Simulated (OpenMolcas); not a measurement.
**What dynamic correlation does to the levels of S I**

```json
{"Program": "OpenMolcas", "Basis": "ANO-L-VTZP [5s4p2d1f]", "Scalar Hamiltonian": "non-relativistic, point nucleus", "Active space": "4 electrons in 3 orbitals (3p)", "State averaging": "2S+1 = 3 even, 3 roots; 2S+1 = 1 even, 6 roots", "Spin-orbit coupling": "RASSI with atomic mean-field integrals over the reference wave functions, term energies averaged over their components"}
```

Methods on the same reference wave functions:
A. CASSCF
B. SS-CASPT2, IPEA 0.25 Eh, imaginary shift 0.1 Eh (closed shells correlated: 2s 2p 3s)

Energies in cm⁻¹ above 3s² 3p⁴ ³P₂, the measured ground level; measured values from NIST Handbook of Basic Atomic Spectroscopic Data.

```
      Level      A      B  Measured
3s² 3p⁴ ³P₂    0.0    0.0       0.0
3s² 3p⁴ ³P₁    366    367       396
3s² 3p⁴ ³P₀    537    537       574
3s² 3p⁴ ¹D₂  11751   9670      9239
3s² 3p⁴ ¹S₀  28938  23740     22180
```

Deviations, from unrounded energies. A percentage is the sum of absolute deviations over the sum of measured energies, with the sign that they share, or ± where signs differ.

```tsv
Against measurement	Levels	A	B
mean absolute deviation (cm-1)	4	2300	520
fine structure of the ground term (%)	2	-6.8	-6.8
other terms of the ground configuration (%)	2	+29.5	+6.4
```

B lies closest to measurement on these levels. The largest miss of B in the table is 3s² 3p⁴ ¹S₀, by +1600 cm-1. The ranking rests on the paired levels alone, and a cruder setting can come out closer through cancelling errors.

From A to B the spin-free energies of the other terms of 3s² 3p⁴ shown, above ³P, scale by a factor of 0.82.

The lowest spin-free term lies below A's lowest term by 0.139 hartree in B.

CASPT2 breaks the degeneracy within a term, and the mean is taken; among the terms shown or strongly mixed into the levels shown the widest spread is 190 cm-1 (3s² 3p⁴ ¹D, B). With the s shell closed, the reference lacks s² → p² mixing. Without dynamic correlation excited terms often stand tens of per cent too high (terms of higher spin than the ground term too low), and those without a measured partner can miss by more than the paired ones (holds for A). Measured partners are found by configuration, term and J. A level has none where our copy of the source lacks it or the pairing is in doubt (some pairs that miss far off the trend of their configuration count as doubtful), and it then counts in no deviation. Levels of configurations outside the active space are missing.
